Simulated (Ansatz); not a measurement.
Ansatz (a quantum-chemistry and plane-wave program) input for C3H3BFNO, SMILES N#C[C@@H]1COB1F, PBE-D3(BJ)/def2-SVP. 

Ansatz 0.2 input:
```yaml
crystal:
  periodic: [false, false, false]
  atoms:
    - {symbol: N, position_ang: [2.74947660, -0.27642288, -0.16986365]}
    - {symbol: C, position_ang: [1.66095015, -0.24192696, 0.22787018]}
    - {symbol: C, position_ang: [0.29094534, -0.20490821, 0.69729234]}
    - {symbol: C, position_ang: [-0.66411462, -1.34241620, 0.23139515]}
    - {symbol: O, position_ang: [-1.59413975, -0.43152532, -0.43323906]}
    - {symbol: B, position_ang: [-0.80592336, 0.62666025, -0.12638141]}
    - {symbol: F, position_ang: [-1.00598487, 1.88261961, -0.44304529]}
    - {symbol: H, position_ang: [0.25773286, -0.02552277, 1.78351681]}
    - {symbol: H, position_ang: [-0.22540825, -2.04373357, -0.49177213]}
    - {symbol: H, position_ang: [-1.16874745, -1.88495063, 1.04318203]}
basis:
  gaussian:
    orbitals: def2-SVP
hamiltonian:
  xc: pbe
  dispersion: d3bj
relax: {f_tol: 0.002, max_steps: 200}
```

Output:

```
WARN ansatz: RAYON_NUM_THREADS=1 ignored (pool sized by the plan → 1); use --threads N
Functional definition: PBE
integrals: 0.06 GiB planned
1265 factors; their error is unknown
mean field: 0.32 GiB planned
mean field evaluation 1: about -10064.1314 eV, gradient 6.3e1 eV
mean field evaluation 2: about -10047.1091 eV, gradient 1.1e2 eV
mean field evaluation 4: about -10072.4914 eV, gradient 9.1e0 eV
mean field evaluation 8: about -10072.6637 eV, gradient 1.4e-1 eV
mean field evaluation 16: about -10072.6050 eV, gradient 2.3e-3 eV
mean field -10072.60496363 eV, -370.1614049566 hartree, gradient 3.0e-5 eV, S^2 0.000000; 0 other end points of the search recorded, 0 dependent functions left out
the calculation of the forces begins
reference -10072.60499546 eV, -370.1614061261 hartree; 25, 25 occupied and 88, 88 virtual orbitals, 1265 factors
relax step   1: F+E_penalty+E_count = -10072.81513982 eV  Δ(F+E_penalty+E_count) = +0.000e0 eV  max|allowed force component| = 1.468e0 eV/Å  Δτ_max = 0.0000 Å  (31 SCF iters, accepted)
these checks for a lower state are left out or cut short: starts, cluster_reference, orbital_swaps, neighbouring_geometries, increment
integrals: 0.06 GiB planned
1265 factors; their error is unknown
mean field: 0.32 GiB planned
mean field -10072.62476595 eV, -370.1621326785 hartree, gradient 1.4e-5 eV, S^2 0.000000; 0 other end points of the search recorded, 0 dependent functions left out
the calculation of the forces begins
reference -10072.62479777 eV, -370.1621338477 hartree; 25, 25 occupied and 88, 88 virtual orbitals, 1265 factors
relax step   2: F+E_penalty+E_count = -10072.83431335 eV  Δ(F+E_penalty+E_count) = -1.917e-2 eV  max|allowed force component| = 2.046e-1 eV/Å  Δτ_max = 0.0154 Å  (34 SCF iters, accepted)
these checks for a lower state are left out or cut short: starts, cluster_reference, orbital_swaps, neighbouring_geometries, increment
integrals: 0.06 GiB planned
1265 factors; their error is unknown
mean field: 0.32 GiB planned
mean field evaluation 32: about -10072.6262 eV, gradient 9.9e-5 eV
mean field -10072.62619264 eV, -370.1621851082 hartree, gradient 1.4e-5 eV, S^2 0.000000; 0 other end points of the search recorded, 0 dependent functions left out
the calculation of the forces begins
reference -10072.62622445 eV, -370.1621862773 hartree; 25, 25 occupied and 88, 88 virtual orbitals, 1265 factors
relax step   3: F+E_penalty+E_count = -10072.83561442 eV  Δ(F+E_penalty+E_count) = -1.301e-3 eV  max|allowed force component| = 4.754e-2 eV/Å  Δτ_max = 0.0039 Å  (36 SCF iters, accepted)
these checks for a lower state are left out or cut short: starts, cluster_reference, orbital_swaps, neighbouring_geometries, increment
integrals: 0.06 GiB planned
1265 factors; their error is unknown
mean field: 0.32 GiB planned
mean field -10072.62627837 eV, -370.1621882588 hartree, gradient 9.3e-6 eV, S^2 0.000000; 0 other end points of the search recorded, 0 dependent functions left out
the calculation of the forces begins
reference -10072.62631018 eV, -370.1621894278 hartree; 25, 25 occupied and 88, 88 virtual orbitals, 1265 factors
relax step   4: F+E_penalty+E_count = -10072.83569136 eV  Δ(F+E_penalty+E_count) = -7.694e-5 eV  max|allowed force component| = 9.950e-3 eV/Å  Δτ_max = 0.0010 Å  (25 SCF iters, accepted)
these checks for a lower state are left out or cut short: starts, cluster_reference, orbital_swaps, neighbouring_geometries, increment
integrals: 0.06 GiB planned
1265 factors; their error is unknown
mean field: 0.32 GiB planned
mean field -10072.62629440 eV, -370.1621888477 hartree, gradient 8.0e-6 eV, S^2 0.000000; 0 other end points of the search recorded, 0 dependent functions left out
the calculation of the forces begins
reference -10072.62632621 eV, -370.1621900168 hartree; 25, 25 occupied and 88, 88 virtual orbitals, 1265 factors
relax step   5: F+E_penalty+E_count = -10072.83570418 eV  Δ(F+E_penalty+E_count) = -1.283e-5 eV  max|allowed force component| = 4.230e-3 eV/Å  Δτ_max = 0.0009 Å  (25 SCF iters, accepted)
these checks for a lower state are left out or cut short: starts, cluster_reference, orbital_swaps, neighbouring_geometries, increment
integrals: 0.06 GiB planned
1265 factors; their error is unknown
mean field: 0.32 GiB planned
mean field -10072.62630523 eV, -370.1621892458 hartree, gradient 8.2e-6 eV, S^2 0.000000; 0 other end points of the search recorded, 0 dependent functions left out
the calculation of the forces begins
reference -10072.62633704 eV, -370.1621904150 hartree; 25, 25 occupied and 88, 88 virtual orbitals, 1265 factors
relax step   6: F+E_penalty+E_count = -10072.83570799 eV  Δ(F+E_penalty+E_count) = -3.802e-6 eV  max|allowed force component| = 2.673e-3 eV/Å  Δτ_max = 0.0010 Å  (25 SCF iters, accepted)
these checks for a lower state are left out or cut short: starts, cluster_reference, orbital_swaps, neighbouring_geometries, increment
integrals: 0.06 GiB planned
1265 factors; their error is unknown
mean field: 0.32 GiB planned
mean field -10072.62631661 eV, -370.1621896639 hartree, gradient 8.8e-6 eV, S^2 0.000000; 0 other end points of the search recorded, 0 dependent functions left out
the calculation of the forces begins
reference -10072.62634842 eV, -370.1621908331 hartree; 25, 25 occupied and 88, 88 virtual orbitals, 1265 factors
relax step   7: F+E_penalty+E_count = -10072.83570940 eV  Δ(F+E_penalty+E_count) = -1.418e-6 eV  max|allowed force component| = 1.537e-3 eV/Å  Δτ_max = 0.0009 Å  (23 SCF iters, accepted)
integrals: 0.06 GiB planned
1265 factors; their error is unknown
mean field: 0.32 GiB planned
mean field evaluation 64: about -10068.8699 eV, gradient 4.2e1 eV
mean field -10072.62631661 eV, -370.1621896639 hartree, gradient 8.7e-6 eV, S^2 0.000000; 1 other end points of the search recorded, 0 dependent functions left out
the calculation of the forces begins
reference -10072.62634842 eV, -370.1621908331 hartree; 25, 25 occupied and 88, 88 virtual orbitals, 1265 factors
Total energy: -10072.83574122 eV, -370.1698858765 hartree
Atom 0 at     2.765890    -0.273451    -0.171489 Å, force     0.000270     0.000134     0.000262 eV/Å
Atom 1 at     1.664411    -0.241959     0.229373 Å, force    -0.000188    -0.000251    -0.000147 eV/Å
Atom 2 at     0.294619    -0.207676     0.696977 Å, force     0.001043     0.000098     0.000019 eV/Å
Atom 3 at    -0.666769    -1.341915     0.230744 Å, force    -0.001537     0.000795    -0.000703 eV/Å
Atom 4 at    -1.609097    -0.433372    -0.435703 Å, force     0.000864    -0.001215     0.001016 eV/Å
Atom 5 at    -0.805511     0.627157    -0.126174 Å, force    -0.001463     0.000955    -0.001145 eV/Å
Atom 6 at    -1.007003     1.890994    -0.446741 Å, force     0.000641     0.000022     0.000322 eV/Å
Atom 7 at     0.255852    -0.022931     1.790562 Å, force     0.000004    -0.000074     0.000274 eV/Å
Atom 8 at    -0.226007    -2.048756    -0.498915 Å, force     0.000289    -0.000146    -0.000129 eV/Å
Atom 9 at    -1.171597    -1.890217     1.050322 Å, force     0.000076    -0.000318     0.000230 eV/Å
Dipole moment:    -0.519374    -0.276625     0.413045 e Å
```

Self-consistency was reached.

Cost: roughly 30 core-seconds.
